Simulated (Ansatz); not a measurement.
Stepwise reaction of `[OH][Cd][OH]` with hydrogen sulfide, as a gas-phase model of exchange steps in deposition or etching. ΔE in kJ/mol; ΔG adds harmonic PBE0-D4 terms to CCSD(T)/CBS, at 1 bar.

Computed with Ansatz on PBE0-D4/def2-TZVP structures; ΔE is electronic, products minus reactants. CCSD(T)/CBS adds triple-zeta CCSD(T) − MP2 to the extrapolated MP2 energy (def2 sets, frozen cores). This one scheme is used for every species. DFT in def2-TZVPP. B3LYP here is the variant with VWN-RPA as its local correlation; programs differ in this. Elements past krypton have def2 core potentials. For Cd outer-core shells are correlated without core-valence functions, which leaves a few kJ/mol of doubt a bond. Each species was taken in one conformer, which may not be the lowest.

| step | reaction | PBE-D4 | B3LYP-D4 | ωB97M-V | CCSD(T)/CBS | ΔG(400 K) |
| --- | --- | --- | --- | --- | --- | --- |
| 2 | `[OH][Cd][SH]` + H₂S → `[SH][Cd][SH]` + H₂O | -83.5 | -83.9 | -87.2 | -88.7 | -78.2 |

Problem. Give the row of step 1, `[OH][Cd][OH]` + H₂S → `[OH][Cd][SH]` + H₂O. (Estimate.)

Solution. The calculation gave: 
```tsv
step	reaction	PBE-D4	B3LYP-D4	ωB97M-V	CCSD(T)/CBS	ΔG(400 K)
1	`[OH][Cd][OH]` + H₂S → `[OH][Cd][SH]` + H₂O	-86.1	-86.3	-90.3	-91.9	-86.1
```

Problem. By hand: ΔE of the 2 steps together at CCSD(T)/CBS.

Solution. (-91.9) + (-88.7) = -180.6 kJ/mol, or -90.3 kJ/mol a step.

In ΔE the steps differ by no more than 3.2 kJ/mol. All are downhill at CCSD(T)/CBS. ΔG lies between -86.1 and -78.2 kJ/mol a step. PBE-D4 differs from CCSD(T)/CBS by 5.2 to 5.8 kJ/mol a step. Isolated molecules leave out the surface, adducts and barriers. Largest T1 diagnostic: 0.017.
